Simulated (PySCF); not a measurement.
# Single point on CaP

State: ⁴Σ⁻ (quartet), unpaired electrons σ ↑, π ↑↑, a second solution, started from another occupation.

An equivalent input (the run itself took its basis sets from the Basis Set Exchange, started from a PBE0 density and held the occupation σ 11α 10β, πx 4α 3β, πy 4α 3β):

```python
from pyscf import gto, dft
mol = gto.M(atom='Ca 0 0 0; P 0 0 2.524', basis={'Ca': 'aug-pcseg-1', 'P': 'aug-pcseg-1'},
            charge=0, spin=3, verbose=4, symmetry='C2v')
mf = dft.UKS(mol, xc='PBE0')
mf.grids.atom_grid = (80, 434)
mf.grids.prune = dft.gen_grid.treutler_prune
mf.irrep_nelec = {'A1': (11, 10), 'B1': (4, 3), 'B2': (4, 3)}
mf.conv_tol = 1e-9
mf.max_cycle = 60
mf.diis_space = 10
mf.kernel()
```

The log (some set-up lines and the per-cycle HOMO/LUMO lines removed):

```
******** <class 'pyscf.dft.uks_symm.SymAdaptedUKS'> ********
method = SymAdaptedUKS
damping factor = 0
level_shift factor = 0
DIIS = <class 'pyscf.scf.diis.CDIIS'>
diis_start_cycle = 1
diis_space = 10
diis_damp = 0
SCF conv_tol = 1e-09
SCF conv_tol_grad = None
SCF max_cycles = 60
number electrons alpha = 19  beta = 16
Set gradient conv threshold to 3.16228e-05
init E= -1018.46070257967
cycle= 1 E= -1018.45396996803  delta_E= 0.00673  |g|= 0.00795  |ddm|= 0.0714
cycle= 2 E= -1018.45401321513  delta_E= -4.32e-05  |g|= 0.00529  |ddm|= 0.0566
cycle= 3 E= -1018.45403479342  delta_E= -2.16e-05  |g|= 0.00104  |ddm|= 0.0131
cycle= 4 E= -1018.4540358378  delta_E= -1.04e-06  |g|= 0.000228  |ddm|= 0.00332
cycle= 5 E= -1018.45403596737  delta_E= -1.3e-07  |g|= 9.3e-05  |ddm|= 0.00219
cycle= 6 E= -1018.45403599187  delta_E= -2.45e-08  |g|= 3.75e-05  |ddm|= 0.000603
cycle= 7 E= -1018.45403599604  delta_E= -4.18e-09  |g|= 1.08e-05  |ddm|= 0.000261
cycle= 8 E= -1018.4540359969  delta_E= -8.58e-10  |g|= 3.37e-06  |ddm|= 0.000134
Extra cycle  E= -1018.45403599695  delta_E= -4.87e-11  |g|= 2.09e-06  |ddm|= 2.5e-05
converged SCF energy = -1018.45403599695  <S^2> = 3.7545701  2S+1 = 4.0022844
```

Repeating this along the bond gives Re = 2.773 Å and ωe = 273 cm⁻¹.

A point of this curve took 1.2 CPU seconds beside 0.2 for the integrals, on Arm Neoverse V1 (shared host).
